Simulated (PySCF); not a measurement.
Computed IR spectrum (relative IR intensity) of a molecule C₄H₇BO. Geometry optimised at PBE-D3(BJ)/def2-SVP. Other conformers were not sampled. Method: PBE-D3(BJ)/def2-SVP (PySCF 2.14.0). Harmonic, unscaled wavenumbers; measured fundamentals usually lie a few per cent lower.

Lines under 2 % of the strongest are left out, and lines within 2 cm⁻¹ are merged.

```json
[
 {"ν (cm⁻¹)": "133", "relative intensity": "2.4"},
 {"ν (cm⁻¹)": "478", "relative intensity": "3.1"},
 {"ν (cm⁻¹)": "653", "relative intensity": "6.1"},
 {"ν (cm⁻¹)": "660", "relative intensity": "9.1"},
 {"ν (cm⁻¹)": "715", "relative intensity": "9.5"},
 {"ν (cm⁻¹)": "846", "relative intensity": "9.5"},
 {"ν (cm⁻¹)": "1040", "relative intensity": "11"},
 {"ν (cm⁻¹)": "1110", "relative intensity": "24"},
 {"ν (cm⁻¹)": "1152", "relative intensity": "30"},
 {"ν (cm⁻¹)": "1267", "relative intensity": "43"},
 {"ν (cm⁻¹)": "1333", "relative intensity": "100"},
 {"ν (cm⁻¹)": "1397", "relative intensity": "13"},
 {"ν (cm⁻¹)": "1450", "relative intensity": "47"},
 {"ν (cm⁻¹)": "2109", "relative intensity": "19"},
 {"ν (cm⁻¹)": "2957", "relative intensity": "21"},
 {"ν (cm⁻¹)": "3048", "relative intensity": "7.0"},
 {"ν (cm⁻¹)": "3051", "relative intensity": "7.8"},
 {"ν (cm⁻¹)": "3077", "relative intensity": "7.6"},
 {"ν (cm⁻¹)": "3395", "relative intensity": "15"}
]
```

Q: Which molecule gave these data?
(A) C#CB(C)OC
(B) C=C1CB(C)O1
(C) COB1C=CC1
(D) C[C@@H]1C=CB1O

A: A, C#CB(C)OC
